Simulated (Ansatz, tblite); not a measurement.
Removing and adding an electron: B₆P₆H₂₂, a cluster cut from zinc blende BP (hydrogen-capped). Total charge 0; singlet. Geometry: r2SCAN-D4/def2-SVP. Ansatz, gas phase; energy differences of separate SCF runs; the oxidised species was run as a doublet alone; the reduced species was run as a doublet alone.

Cartesian coordinates in Å:
```
B 0.788 1.377 -3.146
B 0.849 1.791 1.563
B -1.874 -0.648 -2.914
B -1.766 -0.200 1.794
B 0.444 -0.645 -0.521
B 0.638 -0.362 4.108
P -0.583 0.303 -4.019
P -0.455 0.669 0.627
P 1.623 0.266 -1.784
P 1.742 0.648 2.862
P -0.876 -1.635 -1.566
P -0.758 -1.254 3.083
H 0.199 2.257 -2.543
H 1.612 1.774 -3.944
H 0.224 2.612 2.212
H 1.660 2.281 0.797
H -2.498 0.205 -2.307
H -2.557 -1.399 -3.580
H -2.319 0.676 2.436
H -2.532 -0.910 1.167
H 1.088 -1.412 0.171
H 0.060 0.475 4.780
H 1.298 -1.156 4.749
H -1.292 1.131 -4.924
H 0.018 -0.592 -4.945
H -1.184 1.526 -0.238
H 2.562 1.031 -1.053
H 2.490 -0.695 -2.372
H 2.652 1.429 3.618
H 2.672 -0.213 2.218
H -1.775 -2.267 -0.673
H -0.246 -2.776 -2.132
H -1.660 -1.852 3.999
H -0.246 -2.433 2.476
```

The xTB rows come from tblite.

```csv
level,−HOMO (eV),vertical IE (eV),−LUMO (eV),vertical EA (eV),HOMO–LUMO gap (eV),IE − EA (eV),remarks
GFN1-xTB,10.84,12.84,5.54,3.44,5.30,9.40,–
GFN2-xTB,9.94,11.89,5.56,3.79,4.38,8.10,–
PBE-D4/def2-SVP,6.39,–,1.46,-0.27,4.93,–,HOMO above zero (-1 doublet)
PBE0-D4/def2-SVP,7.56,9.03,0.66,-0.54,6.90,9.57,HOMO above zero (-1 doublet)
```

Run but left out: PBE-D4/def2-SVP (charge +1 doublet: an occupied level 0.05 eV above an empty one).   A HOMO above zero means that the electron is unbound at that level or that self-interaction error raises the level; the energy of removing that electron tells which. Raw xTB energy differences between charge states are shifted by several eV; the methods need an empirical correction for them. Sets without diffuse functions give affinities that are too small. A negative affinity means that the extra electron isn't bound; its size then hangs on the basis.
